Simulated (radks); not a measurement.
Excited configurations of Ti13+: one electron is placed in a higher orbital outside [He] 2s2 2p4. The ground configuration is [He] 2s2 2p5. Calculated with a radial shooting solver on a logarithmic mesh with Libxc functionals: scalar-relativistic Kohn-Sham, r2SCAN, spin-unpolarised, spherical densities, finite nucleus; meta-GGA in the generalised Kohn-Sham scheme; Fermi nuclear charge, rms radius 3.5921 fm. Excitation = E - E(ground); binding = E(ion) - E, where the ion is the core of charge +14; n* = 14/sqrt(2 binding) in atomic units. These energies are relativistic, and a one-electron ion of charge +14 with no core already has n* below n in this formula (scalar-relativistic equation, point nucleus: 4d 3.999, 5f 4.999, 6d 5.999, 7s 6.995, 7p 6.997).

outer orbital  excitation (eV)  binding (eV)     n*  eigenvalue (eV)  <r> (bohr)
4d                      702.74        171.58  3.942          -164.85       1.439
5f                      768.56        105.75  5.022          -101.79       2.254
6d                      798.59        75.731  5.934          -73.209       3.548
7s                      814.99        59.329  6.704          -57.606       4.820
7p                      816.84        57.483  6.811          -55.789       4.897

The Delta-SCF ionisation energy is 874.32 eV (NIST Atomic Spectra Database: 864 eV, semi-empirical). Self-interaction in the functional shifts the binding energies and quantum defects, so they are the method's values and not measured ones. Spin polarisation and multiplet splitting are left out, so open shells lie too high by an amount that depends on their filling.

Beside tabulated values, note that spin-unpolarised runs miss the spin-polarisation part of the exchange energy of open shells.
